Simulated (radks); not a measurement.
Polarisability of neutral gallium, [Ar] 3d10 4s2 4p1, at imaginary frequency. Method: non-relativistic Kohn-Sham, LDA (Slater exchange, VWN5 correlation), spin-polarised, spherical densities, point nucleus; open shells are filled with parallel spins first; computed with a radial shooting solver on a logarithmic mesh with Libxc functionals. Response by self-consistent Sternheimer equations with the Hartree and adiabatic LDA kernel.

| w (hartree) | alpha1(iw) (bohr^3) |
|---|---|
| 0.00266 | 59.23 |
| 0.0143 | 58.68 |
| 0.0360 | 55.91 |
| 0.0697 | 49.21 |
| 0.118 | 39.38 |
| 0.186 | 28.94 |
| 0.280 | 19.71 |
| 0.413 | 12.54 |
| 0.605 | 7.566 |
| 0.892 | 4.400 |
| 1.35 | 2.487 |
| 2.12 | 1.348 |
| 3.59 | 0.6644 |
| 6.94 | 0.2610 |
| 17.5 | 0.05951 |

Static values: alpha1 = 59.25 bohr^3 (8.780 angstrom^3; uncoupled 80.90). C6 = 491.2, triple-dipole C9 = 20130 atomic units. One-pole (London) frequency 4 C6 / (3 alpha1^2) = 0.187 hartree, against 0.110 for minus the highest occupied eigenvalue. The dipole shielding factor is 1.000, as the force sum rule N/Z = 1.000 demands. Recommended static value: 50 bohr^3 (Schwerdtfeger and Nagle, 2023 table).
